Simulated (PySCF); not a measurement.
# Computed records: CH5B2Si, B2H4NSi

All values are calculated (PySCF 2.14.0). Calculation on a computer-drawn molecule: optimised geometry and harmonic frequencies of an isolated molecule of the commonest isotopes, restricted reference for singlets and unrestricted otherwise, frozen core in MP2.

Common to all runs: charge 1; multiplicity 1; method HF; basis cc-pV(D+d)Z.

(1) CH5B2Si

Start structure:
```xyz
9
CH5B2Si
B     -2.5886    -0.4883     0.5776
Si    -1.7768     1.1170    -0.1198
B      0.0030     1.6295    -0.4132
C      1.3907     1.8530    -0.6041
H     -2.9385    -1.3160    -0.0540
H     -2.8285    -0.6030     1.7384
H     -2.7137     2.2364    -0.4898
H      1.6745     2.8280    -1.0312
H      2.2704     1.2889    -0.4507
```

* rotational constants: 19.2, 2.559, 2.304 GHz
* total energy: -378.7144 hartree
* convergence status largest gradient component: 2.822e-05 hartree/bohr

Drawn bonds:
| atom | other atom | order |
| --- | --- | --- |
| 1 | 2 | 1 |
| 2 | 3 | 1 |
| 3 | 4 | 2 |
| 1 | 5 | 1 |
| 1 | 6 | 1 |
| 2 | 7 | 1 |
| 4 | 8 | 1 |
| 4 | 9 | 1 |

Optimised structure:
```xyz
9
CH5B2Si
B     -2.5873    -0.5129     0.6208
Si    -1.8377     1.2243    -0.1383
B      0.0225     1.6080    -0.4192
C      1.3757     1.8873    -0.6253
H     -2.8636    -1.3853    -0.1392
H     -2.7358    -0.5946     1.7983
H     -2.7533     2.3092    -0.5211
H      1.7122     2.8355    -1.0362
H      2.1598     1.1740    -0.3866
```

Modes:
| frequency (cm⁻¹) | reduced mass (dalton) |
| --- | --- |
| 107.1 | 3.034 |
| 136.1 | 1.827 |
| 194 | 1.359 |
| 273.5 | 2.623 |
| 301.3 | 1.24 |
| 524.2 | 1.054 |
| 538.1 | 5.563 |
| 633.5 | 1.909 |
| 691.5 | 1.909 |
| 713.8 | 1.339 |
| 814.9 | 1.588 |
| 963.4 | 1.346 |
| 1014 | 1.326 |
| 1213 | 1.115 |
| 1392 | 1.323 |
| 1609 | 3.585 |
| 2389 | 1.042 |
| 2741 | 1.045 |
| 2864 | 1.132 |
| 3291 | 1.061 |
| 3382 | 1.11 |

(2) B2H4NSi

Start structure:
```xyz
8
B2H4NSi
B      0.4046     1.7021     2.9155
Si     0.1618     2.0314     1.0505
B     -1.3790     1.5355     0.0035
N     -2.3785     1.2315    -0.6753
H      0.9636     0.7218     3.3437
H      0.1164     2.4763     3.7830
H      1.1776     2.7014     0.3332
H     -3.2069     0.9315    -1.2067
```

- rotational constants: 19.4, 2.643, 2.375 GHz
- total energy: -394.7704 hartree
- convergence status largest gradient component: 3.711e-05 hartree/bohr

Drawn bonds:
| atom | other atom | order |
| --- | --- | --- |
| 1 | 2 | 1 |
| 2 | 3 | 1 |
| 3 | 4 | 2 |
| 1 | 5 | 1 |
| 1 | 6 | 1 |
| 2 | 7 | 1 |
| 4 | 8 | 1 |

Optimised structure:
```xyz
8
B2H4NSi
B      0.4206     1.6823     2.9957
Si     0.2008     2.0608     1.0113
B     -1.3942     1.5378    -0.0267
N     -2.3900     1.2027    -0.6379
H      0.9309     0.6565     3.3170
H      0.0319     2.4997     3.7681
H      1.2577     2.7579     0.2671
H     -3.1981     0.9338    -1.1473
```

Modes:
| frequency (cm⁻¹) | reduced mass (dalton) |
| --- | --- |
| 112.6 | 3.796 |
| 178.9 | 1.517 |
| 260.6 | 1.759 |
| 311.2 | 4.295 |
| 408.4 | 1.128 |
| 523.5 | 7.175 |
| 637.2 | 3.388 |
| 669.6 | 1.229 |
| 720.9 | 1.39 |
| 745.8 | 1.24 |
| 796.6 | 1.371 |
| 959 | 1.341 |
| 1205 | 1.114 |
| 2139 | 7.399 |
| 2401 | 1.043 |
| 2738 | 1.045 |
| 2861 | 1.131 |
| 4000 | 1.109 |
